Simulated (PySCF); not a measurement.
A compound of formula C20H19OP has these computed shifts in ppm, with the number of atoms in brackets (GIAO KT3/pcSseg-2, gas phase, PySCF SCF with an in-house response code, fitting set def2-universal-JFIT, grid level 2, non-relativistic, on the PBE0-D3(BJ)/def2-SVP geometry; 13C, 1H against isolated TMS; 17O against isolated H2O; 31P against isolated H3PO4).

1H: 8.13 (2), 7.86 (2), 7.75 (2), 7.39 (2), 7.34 (1), 7.15 (2), 7.13 (1), 7.07 (2), 6.97 (1), 3.50 (1), 1.44 (3)
13C: 139.5 (1), 134.0 (1), 133.6 (1), 129.4 (2), 129.3 (2), 128.0 (1), 127.9 (1), 127.8 (2), 126.0 (2), 125.8 (2), 125.4 (2), 124.4 (1), 47.4 (1), 19.2 (1)
17O: 67.1 (1)
31P: 9.4 (1)

(1) Which structure gave them?

## Answers

(1) C[C@H](c1ccccc1)P(=O)(c1ccccc1)c1ccccc1 (Diphenyl(1-phenylethyl)phosphine oxide). Other isomers were not compared.
